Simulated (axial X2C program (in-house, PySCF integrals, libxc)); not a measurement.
Levels of AlBr⁻ by electron attachment to AlBr (EOM-EA-CCSD)

Calculated with an in-house all-electron X2C program for linear molecules (integrals from PySCF): two-component X2C with atomic mean-field Coulomb and Gaunt terms, Gaussian nuclei, basis Br dyall-acv3z, Al dyall-av3z with contracted cores.

R = 2.321 Å (near the PBE0 minimum at charge 0 of the determinant lowest at the starting distance; the state shown can have its own minimum elsewhere).

Hartree–Fock spinors of AlBr (one of each Kramers pair; a window near the gap, which can cut inner shells):

```json
{"ω": "1/2", "occupied": "yes", "ε (eV)": "-27.56", "character": "76% Br s, 8% Al p, 7% Al d"}
{"ω": "1/2", "occupied": "yes", "ε (eV)": "-13.95", "character": "66% Br p, 24% Al s, 3% Br s"}
{"ω": "1/2", "occupied": "yes", "ε (eV)": "-11.50", "character": "84% Br p, 6% Al d, 5% Al f"}
{"ω": "3/2", "occupied": "yes", "ε (eV)": "-11.15", "character": "84% Br p, 6% Al d, 5% Al p"}
{"ω": "1/2", "occupied": "yes", "ε (eV)": "-8.91", "character": "46% Al s, 26% Al p, 19% Br p"}
{"ω": "1/2", "occupied": "no", "ε (eV)": "0.37", "character": "87% Al p, 5% Br p, 4% Al d"}
{"ω": "3/2", "occupied": "no", "ε (eV)": "0.38", "character": "87% Al p, 4% Br p, 4% Al d"}
{"ω": "1/2", "occupied": "no", "ε (eV)": "0.66", "character": "81% Al p, 17% Al s"}
{"ω": "1/2", "occupied": "no", "ε (eV)": "0.89", "character": "75% Al s, 15% Al p, 5% Br p"}
{"ω": "1/2", "occupied": "no", "ε (eV)": "1.18", "character": "87% Al p, 6% Br d, 4% Al d"}
{"ω": "3/2", "occupied": "no", "ε (eV)": "1.18", "character": "87% Al p, 6% Br d, 4% Al d"}
```

Levels of AlBr⁻ obtained by attaching an electron to AlBr:

```tsv
Ω	binding energy (eV)	above lowest (cm⁻¹)	attached spinor	one-particle weight
1/2	0.103	0	79% Al pπ, 7% Br dπ, 6% Br pπ	0.95
3/2	0.081	172	80% Al pπ, 7% Br dπ	0.95
1/2	-0.533	5129	83% Al pσ, 12% Al sσ	0.99
1/2	-0.695	6432	78% Al sσ, 10% Al pσ	0.99
1/2	-0.873	7865	95% Al pπ	0.98
3/2	-0.874	7880	95% Al pπ	0.98
1/2	-2.002	16978	40% Al dσ, 39% Al pσ, 13% Br sσ	0.97
```

Question: Take the first Ω = 1/2 and Ω = 3/2 rows of π character: how far apart are they, and which lies lower?

Answer: E(3/2) − E(1/2) = 172 − 0 = 172 cm⁻¹ at EOM-EA-CCSD: regular, Ω = 1/2 lower. Splittings at this level can be off by ten to twenty per cent.

Negative binding energies belong to unbound states, resonances or levels that the basis set holds; within some tenths of an eV of zero the sign is not settled.

This point took 7.3 s on 1 thread of Arm Neoverse V2, on a shared host.

Reference electrons by ω block (each with its −ω partner): 1/2: 17, 3/2: 6, 5/2: 1. 10 electrons of AlBr correlated (inner shells frozen), 92 natural virtual spinors (a truncated set); levels can be off by some tenths of an eV. Roots sought by Ω: (1/2: 5, 3/2: 4, 5/2: 2, 7/2: 1); rows need 60 % one-particle weight and stop where some Ω has no more roots. Missing are any skipped roots, higher Ω and states of a further excitation; these come out far too high here and may in truth be low or lowest. T1 of the reference 0.012 (Lee–Taylor). Number of frozen shells: Br 3 s, 2 p, 1 d; Al 2 s, 1 p.
